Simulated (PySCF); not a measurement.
Gas-phase reaction: SnBr₄ + 2 HBr ⇌ SnH₂ + 3 Br₂, at 1000 K and a standard pressure of 1 bar. Level: r2SCAN/def2-TZVP†.

Computed with PySCF and rigid-rotor harmonic-oscillator thermochemistry at 1 bar. † marks an energy on the PBE0/def2-TZVP geometry and frequencies. All species are closed-shell singlets. Sn: scalar-relativistic def2 core potential, no spin-orbit coupling. Br: all electrons, no relativistic terms. SnH₂: computed as isolated molecules; such fragments, hydroxides, amides, oligomers or adducts are transient or little studied in the gas. The harmonic model lacks anharmonicity and excited electronic states, which grow with temperature; levels with a mode under 35 cm⁻¹ are left out. Soft modes under 120 cm⁻¹ make the harmonic entropy rough for SnBr₄.

| species | E (Ha) | H(1000 K) − E (kJ/mol) | S°(1000 K) (J/mol/K) |
|---|---|---|---|
| SnBr₄ | -10511.15025 | 108.5 | 543.1 |
| HBr | -2574.74066 | 45.8 | 234.7 |
| SnH₂ | -215.53208 | 66.9 | 281.6 |
| Br₂ | -5148.26974 | 37.6 | 289.6 |
E: electronic energy; H − E holds the zero-point and thermal terms. 1 Ha = 2625.5 kJ/mol.

Q: Work out ΔH°, ΔS°, ΔG° and log10 K from these numbers.

A: 1. ΔE = 1×(-215.53208) + 3×(-5148.26974) − 1×(-10511.15025) − 2×(-2574.74066) = 0.29027 Ha = 762.1 kJ.
2. Δ(H − E) = 1×(66.9) + 3×(37.6) − 1×(108.5) − 2×(45.8) = -20.4 kJ, so ΔH° = 741.7 kJ.
3. ΔS° = 1×(281.6) + 3×(289.6) − 1×(543.1) − 2×(234.7) = 137.9 J/K; the number of gas molecules changes by +1.
4. ΔG° = ΔH° − TΔS° = 741.7 − 1000×(137.9)/1000 = 603.8 kJ.
5. log10 K = −ΔG°/(RT ln 10) = -31.55, with RT ln 10 = 19.14 kJ/mol; at standard pressures the reactants are favoured.
6. A shift of 10 kJ in ΔE would move log10 K by 0.52 here.
For scale, ΔH°(298 K) is 750 kJ at this level, 729 kJ at ωB97M-V/def2-TZVP†, and runs from 435 to 825 kJ over the 17 levels computed.
